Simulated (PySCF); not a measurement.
Ligand exchange on a metal centre used in film growth or etching (Zn Cl-OH). Isolated molecules, 0 K electronic values unless said otherwise. One relaxed conformer stands for each flexible species; it need not be the lowest.

The HOMO from two functionals at the same geometries (TPSS-D3(BJ)/def2-SVP), both in PySCF: PBE-D3(BJ)/def2-TZVP and B3LYP-D3(BJ)/def2-TZVP. B3LYP has the VWN-RPA correlation part, as in Gaussian. 

```csv
species,PBE-D3(BJ)/def2-TZVP (eV),B3LYP-D3(BJ)/def2-TZVP (eV)
0 of 2 Cl replaced by OH,-7.74,-8.86
1 of 2 Cl replaced by OH,-7.03,-8.37
2 of 2 Cl replaced by OH ([Zn(OH)2]),-6.75,-8.15
```

Over these rows, drawn at random from the members with no instability flagged (it was tested for open shells, ions and some series alone), PBE minus B3LYP-D3(BJ): mean +1.28 eV, from +1.11 eV to +1.40 eV.
